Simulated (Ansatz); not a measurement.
InTe₃, relaxed as a doublet with UKS PBE-D4/def2-SVP in Ansatz, starting from the GFN2-xTB geometry. Force threshold 0.02 eV/Å.

In the def2 sets In, Te take a core potential; there is no spin–orbit coupling. The relaxation made no stability test and no search for a lower SCF solution. Another isomer (doublet) lies 0.74 eV lower at PBE0-D4/def2-TZVP; other spin states weren't run for this one.

Start:

```
atom    x (Å)    y (Å)    z (Å)
 In1  -0.6095  -0.5330   0.6997
 Te2  -2.0891  -1.9899   2.3174
 Te3   1.7452   2.5326  -1.4828
 Te4   0.9535  -0.0097  -1.5342
```

(1) Estimate the energy that the relaxation releases and the steps that it takes.

(2) Does the start keep its bonding and symmetry?

(3) Predict the relaxed structure.

## Answers

(1) 2.9 kcal/mol, in 9 steps; 15 s on 4 threads of Arm Neoverse V1 on a shared host. The force fell under the threshold at step 7, but the optimiser went on. No frequencies were taken in this run, so the end may be a saddle point.

(2) By distances, no bond broke or formed. The bond that changes most is In1–Te2, from 2.63 to 2.56 Å (atoms count from 1). Point group Cs at the start, Cs at the end, both within 0.05 Å.

(3) 
Cartesian coordinates in Å:
```
In -0.489 -0.897 0.318
Te -1.925 -1.357 2.382
Te 1.327 2.380 -0.892
Te 1.086 -0.127 -1.808
```
Bond lengths: 2 × In–Te 2.56 to 2.76 Å; 1 × Te–Te 2.68 Å.
